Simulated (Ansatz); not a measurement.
Start from `CSC(F)(F)F` and change one atom or group to get `C[SiH2]C(F)(F)F`.

Ansatz, PBE0-D4/def2-TZVP geometries, multiplicity 1. 

```
                                                                                  property  `CSC(F)(F)F`
                                                     LUMO energy (ωB97M-V/def2-TZVPP) / eV          2.05
                                        size of the dipole moment (ωB97M-V/def2-TZVPP) / D          2.32
                                            size of the dipole moment (PBE/def2-TZVPP) / D          2.16
                                          size of the dipole moment (B3LYP/def2-TZVPP) / D          2.31
ideal-gas entropy at 298 K and 1 bar (rigid rotor, harmonic PBE0-D4/def2-TZVP) / J/(mol·K)           340
                                                   HOMO–LUMO gap (ωB97M-V/def2-TZVPP) / eV         11.82
```

(1) Give the same properties after the change, and the shifts. (An estimate is asked.)

Results:

(1) Computed: 
| property | `C[SiH2]C(F)(F)F` | shift |
| --- | --- | --- |
| LUMO energy (ωB97M-V/def2-TZVPP) / eV | 1.89 | -0.16 |
| size of the dipole moment (ωB97M-V/def2-TZVPP) / D | 2.72 | 0.40 |
| size of the dipole moment (PBE/def2-TZVPP) / D | 2.49 | 0.33 |
| size of the dipole moment (B3LYP/def2-TZVPP) / D | 2.70 | 0.39 |
| ideal-gas entropy at 298 K and 1 bar (rigid rotor, harmonic PBE0-D4/def2-TZVP) / J/(mol·K) | 361 | 21 |
| HOMO–LUMO gap (ωB97M-V/def2-TZVPP) / eV | 13.49 | 1.67 |

With PBE0 the HOMO falls by 1.78 eV and the LUMO rises by 0.28 eV, so the gap widens by about 2.06 eV. PBE moves the HOMO by -1.56 eV and ωB97M-V by -1.82 eV. The zero-point energy changes by 38.6 kJ/mol with +6 modes. Dipoles are sizes alone; their direction can turn. Modes under 60 cm⁻¹, often nearly free rotors, make the harmonic entropy too high.

B3LYP here is the variant with VWN-RPA as its local correlation; programs differ in this.
